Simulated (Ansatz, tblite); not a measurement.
Cost and result up the ladder for the cluster Na₃Pb (the lowest doublet isomer of a short search) (4 atoms). Total charge 0; doublet. Geometry: PBE-D4/def2-TZVP.

```xyz
4

Na   -1.091   -2.272    0.868
Na    1.690    1.365   -1.547
Na    0.465    0.751    1.670
Pb   -1.064    0.156   -0.990
```

Ansatz on 4 threads of AMD EPYC 9R45 on a shared host; xTB runs through tblite on one thread. Times are rough, summed over both states, and most runs start from the orbitals of an earlier one. No level here is sound enough to serve as a yardstick. The other state is a singlet.

In the def2 sets Pb takes a core potential; there is no spin–orbit coupling. The xTB rows come from tblite. The structure comes from a short search, and lower isomers may exist.

Run but left out: r2SCAN-D4/def2-TZVP (charge +1 singlet: restricted singlet with a triplet 0.22 eV lower at the same geometry).

Raw xTB energies of ions are shifted by several eV, and xTB has no spin-polarisation term.

| level | functions | vertical IE (eV) | remarks |
| --- | --- | --- | --- |
| PBE0-D4/def2-TZVP | 146 | 4.92 | restricted singlet, untested (+1 singlet), spin-contaminated (⟨S²⟩ 0.84) (doublet) |
| PBE-D4/def2-TZVP | 146 | 5.00 | restricted singlet, untested (+1 singlet) |
| GFN2-xTB | 16 | 8.13 | – |
| GFN1-xTB | 16 | 8.94 | – |

Task: Estimate how long each takes.

Result: GFN1-xTB 0.002 s; GFN2-xTB 0.002 s; PBE-D4/def2-TZVP 1.6 s; PBE0-D4/def2-TZVP 2 s. On shared hardware such times vary by a factor of up to 3.
